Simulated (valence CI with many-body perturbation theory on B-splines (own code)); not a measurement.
**Questions on In³⁶⁺**

Method: valence CI with perturbative core correlation (CI+MBPT): three valence electrons over a frozen Dirac-Fock core [Ne], a basis of 9 s, 9 p, 8 d, 6 f, 3 g, 1 h functions for each j, with the one-electron correlation potential Σ1 (screened to all orders), the two-electron term Σ2, the three-electron term Σ3, Breit, model QED; selected single and double excitations, second order for the rest, scaled by the run's own slope (own B-spline code, finite nucleus).

No measured spectrum was set against this ion. As an estimate, large intervals hold to a few tenths of a per cent, small ones and those within an open d or f shell to about a per cent.

Levels are named by their leading jj configuration (3d3/2^4 stands for four electrons in 3d with j = 3/2), which in mixed levels can hold well under half, so a name can repeat and another be missing.

Rates and lifetimes use the calculated energies. Strong lines usually hold to 10 to 20 %, long lifetimes can be off by a factor of two.

(1) What is the ground level?

(2) What are the static dipole polarisabilities of the lowest levels?

(3) What is the ionisation energy?

(4) Among levels below 2749200 cm⁻¹, which E1 lines absorb most strongly from the ground level?

(5) How well does LS coupling describe the low levels?

## Answers

(1) (3s^2 3p1/2) J=1/2, composition 99 % 3s2.3p 2P°, g = 0.659.

(2) (3s^2 3p1/2) J=1/2 0.0197 bohr³, of which the core gives 0.000293.

(3) 2396.6 eV; NIST lists 2373 ± 11 eV (semi-empirical).

(4) to (3s^2 3d3/2) J=3/2 at 6.571 nm, f = 0.351; to (3s 3p1/2 3p3/2) J=1/2 at 7.915 nm, f = 0.189; to (3s 3p1/2 3p3/2) J=3/2 at 8.369 nm, f = 0.104.

(5) Among the lowest 20 levels the leading LS term, summed over configurations, holds 70 % on average. For single configurations the figures are 66 % in LS and 85 % in jj coupling. Terms mix most in the J = 5/2 level at 2180900 cm⁻¹, where the leading one holds 32 %.
